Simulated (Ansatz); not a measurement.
This geometry of ClFH2Si + H2O (8 atoms, charge 0, multiplicity 1) is a first-order saddle point.

Level of theory: RKS PBE0-D4/6-31G* (Ansatz).

```xyz
8
Properties=species:S:1:pos:R:3
Si -0.222 0.088 -0.158
Cl 0.070 -1.265 2.129
H 0.914 0.873 0.337
F -0.872 0.941 -1.368
H -0.113 -1.271 -0.707
O -1.644 0.325 0.930
H -2.523 0.172 0.543
H -1.330 -0.370 1.719
```

Problem. Which two structures does it join? (They come from a converged band through this point; their orientation in space is the band's.)

Solution. Bonds broken: Si1–Cl2, O6–H8. Bonds formed: Si1–O6, Cl2–H8. ClFH2Si + H2O becomes ClH + FH3OSi.

First end point:

```xyz
8
Properties=species:S:1:pos:R:3
Si 0.295 -0.027 -0.013
Cl 0.451 -0.663 1.943
H 1.692 0.257 -0.420
F -0.469 1.386 -0.075
H -0.317 -1.059 -0.866
O -2.422 -0.352 0.625
H -2.409 -0.653 1.544
H -2.540 0.605 0.687
```

Last end point:

```xyz
8
Properties=species:S:1:pos:R:3
Si -0.340 0.065 -0.629
Cl -0.598 -0.207 3.619
H 1.017 -0.104 -0.074
F -0.577 1.598 -1.034
H -0.619 -0.756 -1.832
O -1.362 -0.372 0.607
H -2.303 -0.451 0.407
H -0.939 -0.280 2.361
```

Problem. How far does it lie above each of them?

Solution. 0.74 eV above the first and 0.77 eV above the second. This is the barrier of this one path; another mechanism may lie lower. The orbitals stay closed-shell, which can raise the energy where a bond breaks towards radicals; this wasn't checked here.

Time of the run: 8.1 min on 1 thread of Arm Neoverse V1, on a shared host, peak memory 0.18 GiB.
